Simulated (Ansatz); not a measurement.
Job for Ansatz (a first-principles code): U-CCSD(T)/def2-TZVPP on ScS, 2S+1 = 2, a spin state set in the input, which need not be the lowest, a point of a bond scan (R = 2.119 Å).

Ansatz 0.2 input:
```yaml
crystal:
  periodic: [false, false, false]
  atoms:
    - {symbol: Sc, position_ang: [0.00000000, 0.00000000, 0.00000000]}
    - {symbol: S, position_ang: [0.00000000, 0.00000000, 2.11924700]}
basis:
  gaussian:
    orbitals: def2-TZVPP
magnetization: {spin_polarized: true, initial_magnetization: 1}
correlation: {method: ccsd_t, electrons: valence}
output: {orbitals: {seedname: ./end}}
```

It printed:

```
WARN ansatz: RAYON_NUM_THREADS=1 ignored (pool sized by the plan → 1); use --threads N
Functional definition: HF
integrals: 0.21 GiB planned
677 factors; integrals over basis functions are off by at most 9.0e-4 eV
mean field: 0.28 GiB planned
mean field evaluation 1: about -31487.8476 eV, gradient 2.2e1 eV
mean field evaluation 2: about -31487.8554 eV, gradient 2.2e1 eV
mean field evaluation 4: about -31491.9326 eV, gradient 2.4e0 eV
mean field evaluation 8: about -31492.0928 eV, gradient 3.9e-1 eV
mean field evaluation 16: about -31492.1019 eV, gradient 1.8e-5 eV
mean field evaluation 32: about -31490.8374 eV, gradient 1.5e-1 eV
mean field evaluation 64: about -31491.4955 eV, gradient 5.3e0 eV
mean field evaluation 96: about -31490.7565 eV, gradient 2.8e0 eV
mean field evaluation 128: about -31490.6359 eV, gradient 1.6e-1 eV
mean field evaluation 160: about -31491.1678 eV, gradient 1.9e0 eV
mean field evaluation 192: about -31490.4316 eV, gradient 5.1e-4 eV
mean field evaluation 224: about -31490.8385 eV, gradient 6.8e-3 eV
mean field evaluation 256: about -31490.3208 eV, gradient 4.0e-2 eV
mean field evaluation 288: about -31489.9277 eV, gradient 1.7e0 eV
mean field evaluation 320: about -31490.9021 eV, gradient 1.2e0 eV
mean field evaluation 352: about -31489.4377 eV, gradient 8.4e0 eV
mean field evaluation 384: about -31490.6179 eV, gradient 5.5e-2 eV
mean field evaluation 416: about -31490.6892 eV, gradient 5.3e-4 eV
mean field evaluation 448: about -31490.6514 eV, gradient 2.0e-1 eV
mean field evaluation 480: about -31490.6129 eV, gradient 1.6e-1 eV
mean field evaluation 512: about -31490.7249 eV, gradient 1.1e-1 eV
mean field -31492.10187712 eV, -1157.3133978708 hartree, gradient 2.8e-6 eV, S^2 0.762100; 17 other end points of the search recorded, 0 dependent functions left out
determinant -31492.10187712 eV, -1157.3133978708 hartree, with singles and doubles -31504.79345077 eV, -1157.7798045999 hartree
determinant -31491.28812883 eV, -1157.2834931726 hartree, with singles and doubles -31503.68826270 eV, -1157.7391896875 hartree
determinant -31490.83957108 eV, -1157.2670089794 hartree, with singles and doubles -31502.23999834 eV, -1157.6859669539 hartree
determinant -31490.73322042 eV, -1157.2631006648 hartree, with singles and doubles -31502.54076307 eV, -1157.6970198539 hartree
determinant -31490.68916841 eV, -1157.2614817832 hartree, with singles and doubles -31503.23890611 eV, -1157.7226761371 hartree
determinant -31490.63340402 eV, -1157.2594324796 hartree, with singles and doubles -31502.06302586 eV, -1157.6794633351 hartree
determinant -31490.61663458 eV, -1157.2588162141 hartree, with singles and doubles -31502.05485165 eV, -1157.6791629386 hartree
determinant -31490.43156433 eV, -1157.2520150080 hartree, with singles and doubles -31502.84002437 eV, -1157.7080175037 hartree
determinant -31490.36225015 eV, -1157.2494677587 hartree, with singles and doubles -31501.84421181 eV, -1157.6714220670 hartree
determinant -31490.32006696 eV, -1157.2479175554 hartree, with singles and doubles -31501.78075657 eV, -1157.6690901300 hartree
10 core orbitals not correlated
reference -31492.10187712 eV, -1157.3133978708 hartree; 9, 8 occupied and 87, 88 virtual orbitals, 677 factors
second order -12.19755661 eV of doubles, -0.00000000 eV of singles
coupled cluster: 0.52 GiB planned
cycle   1  -12.66599770 eV  change   -3.5e-1 eV  update   2.4e-2
cycle   2  -12.69444538 eV  change   -2.8e-2 eV  update   9.1e-3
cycle   3  -12.69385203 eV  change    5.9e-4 eV  update   6.5e-3
cycle   4  -12.69919915 eV  change   -5.3e-3 eV  update   4.3e-3
cycle   5  -12.69834328 eV  change    8.6e-4 eV  update   3.1e-3
cycle   6  -12.70111674 eV  change   -2.8e-3 eV  update   1.6e-3
cycle   7  -12.70084748 eV  change    2.7e-4 eV  update   7.7e-4
cycle   8  -12.70107184 eV  change   -2.2e-4 eV  update   4.6e-4
cycle   9  -12.70111604 eV  change   -4.4e-5 eV  update   2.2e-4
cycle  10  -12.70101626 eV  change    1.0e-4 eV  update   9.4e-5
cycle  11  -12.70100715 eV  change    9.1e-6 eV  update   4.5e-5
cycle  12  -12.70102173 eV  change   -1.5e-5 eV  update   2.3e-5
cycle  13  -12.70102020 eV  change    1.5e-6 eV  update   1.3e-5
perturbative correction -0.79269771 eV, -0.0291311037 hartree
Total energy: -31505.59559503 eV, -1157.8092828576 hartree
```

The run converged.

Cost: about 70 core-seconds (a rough figure).
